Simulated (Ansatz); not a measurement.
One change: `O[P](O)[GeH3]` becomes `OPO`.

Ansatz, PBE0-D4/def2-TZVP geometries, multiplicity 1. Each molecule was computed in one conformer, which needn't be the lowest.

Scalar relativity is left out up to krypton.

```csv
property,`O[P](O)[GeH3]`
LUMO energy (PBE/def2-TZVPP) / eV,-1.06
LUMO energy (ωB97M-V/def2-TZVPP) / eV,1.57
HOMO–LUMO gap (PBE0/def2-TZVPP) / eV,6.44
zero-point energy (PBE0-D4/def2-TZVP) / kJ/mol,139.1
LUMO energy (PBE0/def2-TZVPP) / eV,-0.20
HOMO energy (PBE/def2-TZVPP) / eV,-5.53
```

(1) Give the same properties after the change, and the shifts. (Estimate.)

Answers

(1) Ansatz gave: 
```json
{"property": "LUMO energy (PBE/def2-TZVPP) / eV", "`OPO`": "-0.77", "shift": "0.29"}
{"property": "LUMO energy (ωB97M-V/def2-TZVPP) / eV", "`OPO`": "1.85", "shift": "0.28"}
{"property": "HOMO–LUMO gap (PBE0/def2-TZVPP) / eV", "`OPO`": "7.28", "shift": "0.84"}
{"property": "zero-point energy (PBE0-D4/def2-TZVP) / kJ/mol", "`OPO`": "101.3", "shift": "-37.8"}
{"property": "LUMO energy (PBE0/def2-TZVPP) / eV", "`OPO`": "0.13", "shift": "0.33"}
{"property": "HOMO energy (PBE/def2-TZVPP) / eV", "`OPO`": "-5.87", "shift": "-0.34"}
```

With PBE0 the HOMO falls by 0.49 eV and the LUMO rises by 0.33 eV, so the gap widens by about 0.82 eV. PBE moves the HOMO by -0.34 eV and ωB97M-V by -0.66 eV. The zero-point energy changes by -37.8 kJ/mol with -9 modes.
